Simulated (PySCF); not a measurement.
**Converging BiS in the basis (PBE)**

PySCF, UKS reference; doublet, unpaired electrons π ↑; De to Bi + S without counterpoise correction.

```json
{"basis": "def2-SVP", "relativity": "scalar-relativistic core potentials", "functions": "44", "Re (Å)": "2.354", "ωe (cm⁻¹)": "422", "De (eV)": "3.52", "μ (D)": "-2.87"}
{"basis": "cc-pVDZ-PP/cc-pV(D+d)Z", "relativity": "scalar-relativistic core potentials", "functions": "46", "Re (Å)": "2.347", "ωe (cm⁻¹)": "421", "De (eV)": "3.52", "μ (D)": "-2.99"}
{"basis": "def2-SVPD", "relativity": "scalar-relativistic core potentials", "functions": "59", "Re (Å)": "2.358", "ωe (cm⁻¹)": "419", "De (eV)": "3.56", "μ (D)": "-3.12"}
{"basis": "def2-TZVPP", "relativity": "scalar-relativistic core potentials", "functions": "92", "Re (Å)": "2.322", "ωe (cm⁻¹)": "429", "De (eV)": "3.70", "μ (D)": "-2.93"}
```

How does each smaller set differ from the one with most functions, def2-TZVPP?

def2-SVP: +3.2 pm, -1.6 % in ωe, -0.18 eV in De; cc-pVDZ-PP/cc-pV(D+d)Z: +2.5 pm, -1.9 % in ωe, -0.18 eV in De; def2-SVPD: +3.6 pm, -2.3 % in ωe, -0.14 eV in De. All at PBE; the set with most functions is neither the basis-set limit nor always the best.

A positive dipole means Bi(−)S(+). These are scalar-relativistic numbers at best; spin–orbit coupling would shift them, the dissociation energy most. The state was picked by a PBE0 search and need not be the measured ground state.
